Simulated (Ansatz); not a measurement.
Cost and result for the atomization energy of CH$_{2}$BrNSi, SMILES `Br[SiH]1C=N1` (6 atoms, 6 bonds).

Total charge 0; spin multiplicity 1. Correlated methods include outer-core shells of Br, which these sets cover unevenly. Scalar relativity is left out up to krypton. Geometry: relaxed with PBE0-D4/def2-TZVP. Program: Ansatz. All runs use 2 threads of an Intel Xeon Platinum 8559C on a shared host. Times are those of one run each, without the atoms' runs, and a repeat can differ threefold. Electronic energies, without spin–orbit coupling; frozen cores. CCSD(T)/CBS adds CCSD(T) − MP2 in def2-TZVPP to the MP2 limit, and its time is that of the two runs behind it. T1 = 0.012. With those shells the extrapolation isn't a true limit. HSE06 is the plane-wave form, built on full-range PBE exchange.

CCSD(T)/CBS is a level of theory with its own doubt, some kJ/mol a heavy atom from the limit and from the frozen cores, so smaller differences don't rank the functionals.

```tsv
level	functions	wall time
LDA (SPW92)/def2-TZVPP	180	0.85 s
revPBE-D4/def2-TZVPP	180	1.4 s
PBE-D4/def2-TZVPP (with forces)	180	1.6 s
BHLYP-D4/def2-TZVPP	180	2.2 s
CCSD(T)/def2-SVP	88	2.3 s
HSE06-D4/def2-TZVPP	180	2.4 s
CAM-B3LYP-D4/def2-TZVPP	180	2.4 s
r2SCAN-D4/def2-TZVPP (with forces)	180	2.8 s
PBE-QIDH/def2-TZVPP	180	3.8 s
B97M-V/def2-TZVPP	180	6 s
MP2/def2-QZVPP	333	13 s
CCSD(T)/def2-TZVPP	180	33 s
CCSD(T)/CBS(def2)	–	46 s
```

What atomization energy does each give, and how far from CCSD(T)/CBS? (Estimate.)

The calculation gave: 
| level | atomization (kcal/mol) | difference from CCSD(T)/CBS | per bond |
| --- | --- | --- | --- |
| LDA (SPW92)/def2-TZVPP | 588.1 | 85.4 | 14.2 |
| revPBE-D4/def2-TZVPP | 505.8 | 3.1 | 0.5 |
| PBE-D4/def2-TZVPP (with forces) | 521.3 | 18.6 | 3.1 |
| BHLYP-D4/def2-TZVPP | 478.2 | -24.5 | -4.1 |
| CCSD(T)/def2-SVP | 458.4 | -44.3 | -7.4 |
| HSE06-D4/def2-TZVPP | 505.8 | 3.1 | 0.5 |
| CAM-B3LYP-D4/def2-TZVPP | 500.2 | -2.5 | -0.4 |
| r2SCAN-D4/def2-TZVPP (with forces) | 504.4 | 1.7 | 0.3 |
| PBE-QIDH/def2-TZVPP | 498.3 | -4.4 | -0.7 |
| B97M-V/def2-TZVPP | 505.0 | 2.3 | 0.4 |
| MP2/def2-QZVPP | 510.9 | 8.2 | 1.4 |
| CCSD(T)/def2-TZVPP | 482.5 | -20.2 | -3.4 |
| CCSD(T)/CBS(def2) | 502.7 | 0.0 | 0.0 |

The D4 term adds +5.8 kcal/mol with B3LYP and +3.0 kcal/mol with PBE0; it sums over pairs of atoms, weighted by their polarisabilities, and B3LYP, whose exchange is more repulsive, gets the larger term. In def2-TZVPP, CCSD(T) changes the Hartree–Fock value by +154.8 kcal/mol (the triples alone add +13.3 kcal/mol) and MP2 by +171.1 kcal/mol; breaking electron pairs costs correlation energy, which Hartree–Fock lacks. From PBE to PBE0 (25 % exact exchange), in def2-TZVPP and without D4, the atomization energy moves by −15.6 kcal/mol: exact exchange takes away binding that semilocal exchange gives to molecules.

B3LYP here is the variant with VWN-RPA as its local correlation; programs differ in this.
